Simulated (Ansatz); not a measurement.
Sn13OH18⁺. Charge 1, multiplicity 2. Geometry r2SCAN-D4/def2-SVP.

| atom | x (Å) | y (Å) | z (Å) |
| --- | --- | --- | --- |
| Sn1 | -1.5679 | -2.5212 | 0.3239 |
| Sn2 | -0.6501 | 4.9067 | -0.2288 |
| Sn3 | -2.2640 | -0.1298 | -1.7871 |
| Sn4 | -1.4568 | 1.5868 | 3.0233 |
| Sn5 | 2.5397 | -1.7541 | 1.8514 |
| Sn6 | 0.4872 | 0.7523 | -1.2338 |
| Sn7 | 1.5854 | -3.9657 | -2.4185 |
| Sn8 | -2.4743 | 3.0673 | 0.8654 |
| Sn9 | -1.1689 | -1.1392 | 3.0968 |
| Sn10 | 1.0733 | -3.5860 | 0.3136 |
| Sn11 | 1.1697 | 3.4227 | -1.7507 |
| Sn12 | -0.9473 | -3.1373 | -3.4813 |
| Sn13 | 1.0052 | 0.5902 | 1.5550 |
| O14 | -1.7382 | -2.2470 | -1.8071 |
| H15 | -2.2147 | -0.7756 | 0.1482 |
| H16 | -3.0289 | -3.3662 | 0.6417 |
| H17 | 0.0595 | 5.6995 | 1.1140 |
| H18 | -1.5861 | 6.0260 | -1.1275 |
| H19 | -0.7298 | 2.5544 | 4.2498 |
| H20 | 2.7408 | -2.3831 | 3.4318 |
| H21 | 4.0608 | -1.5392 | 1.0884 |
| H22 | 1.7104 | -0.2968 | -1.8878 |
| H23 | 1.8857 | -5.6105 | -2.7831 |
| H24 | 2.8488 | -2.9738 | -3.0153 |
| H25 | -2.8011 | 1.7946 | -0.3006 |
| H26 | -4.0257 | 3.6511 | 1.3134 |
| H27 | -0.1299 | -1.3012 | 4.4921 |
| H28 | 0.7429 | -5.1039 | 1.0601 |
| H29 | 0.9955 | 3.8310 | -3.4069 |
| H30 | 2.7646 | 3.7790 | -1.2324 |
| H31 | -0.9018 | -1.6251 | -4.3819 |
| H32 | 2.0158 | 1.7942 | 2.2742 |

In the def2 sets Sn takes a core potential; there is no spin–orbit coupling. Single mean-field runs in def2-TZVP are fitted with def2-universal-jkfit.

**Question.** Estimate the α-spin orbital energies around the gap (eV) in Ansatz with PBE-D4/def2-TZVP, PBE0-D4/def2-TZVP.

**Answer.** 
```csv
orbital,PBE-D4/def2-TZVP,PBE0-D4/def2-TZVP
HOMO−5,-9.03,-9.88
HOMO−4,-8.84,-9.66
HOMO−3,-8.59,-9.38
HOMO−2,-8.33,-9.08
HOMO−1,-8.17,-8.94
HOMO,-7.89,-8.79
LUMO,-6.34,-5.76
LUMO+1,-5.97,-5.34
LUMO+2,-5.53,-4.86
LUMO+3,-5.38,-4.70
LUMO+4,-5.18,-4.51
LUMO+5,-4.85,-4.16
β HOMO,-8.15,-8.91
β LUMO,-7.19,-6.47
```
